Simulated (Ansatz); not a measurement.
C3H9N, charge +1, doublet, at a GFN2-xTB geometry (a state made from the parent by changing its charge; the spin is typed, not shown lowest); PBE/def2-SV(P) (Ansatz, a program for electronic structure).

The Ansatz input:
Ansatz 0.2 input:
```yaml
crystal:
  periodic: [false, false, false]
  atoms:
    - {symbol: C, position_ang: [-0.58697625, 1.20935650, 0.59090442]}
    - {symbol: C, position_ang: [-0.00874044, 0.08802893, -0.26351798]}
    - {symbol: C, position_ang: [1.43871210, -0.29305842, 0.02182977]}
    - {symbol: N, position_ang: [-0.85591561, -1.00397376, -0.39613980]}
    - {symbol: H, position_ang: [0.04467706, 2.09162211, 0.54772703]}
    - {symbol: H, position_ang: [-0.64164982, 0.87441774, 1.62797986]}
    - {symbol: H, position_ang: [-1.59209792, 1.48714983, 0.27947297]}
    - {symbol: H, position_ang: [0.06108549, 0.56721119, -1.28005421]}
    - {symbol: H, position_ang: [1.81315739, -1.03846393, -0.67716207]}
    - {symbol: H, position_ang: [1.50386623, -0.71687113, 1.02524213]}
    - {symbol: H, position_ang: [2.08335084, 0.57957615, -0.02499560]}
    - {symbol: H, position_ang: [-0.49159697, -1.92416414, -0.60070036]}
    - {symbol: H, position_ang: [-1.84735550, -0.91862355, -0.21982844]}
basis:
  gaussian:
    orbitals: def2-SV_P_.json
hamiltonian:
  xc: pbe
total_charge: 1
magnetization: {spin_polarized: true, initial_magnetization: 1}
```
The basis file holds def2-SV(P) in the JSON format of the Basis Set Exchange.

What does Ansatz print? Leave out banner, timings and long lists.


```
Functional definition: PBE
1096 factors; their error is unknown
mean field evaluation 1: about -4710.4709 eV, gradient 6.1e1 eV
mean field evaluation 2: about -4690.9604 eV, gradient 8.4e1 eV
mean field evaluation 4: about -4728.4866 eV, gradient 9.2e0 eV
mean field evaluation 8: about -4728.8668 eV, gradient 1.1e-1 eV
mean field evaluation 16: about -4728.8128 eV, gradient 5.6e-5 eV
mean field -4728.81284662 eV, -173.7806668088 hartree, gradient 1.6e-5 eV, S^2 0.752615; 0 other end points of the search recorded, 0 dependent functions left out
reference -4728.81288035 eV, -173.7806680482 hartree; 17, 16 occupied and 57, 58 virtual orbitals, 1096 factors
Total energy: -4728.81288035 eV, -173.7806680482 hartree
```
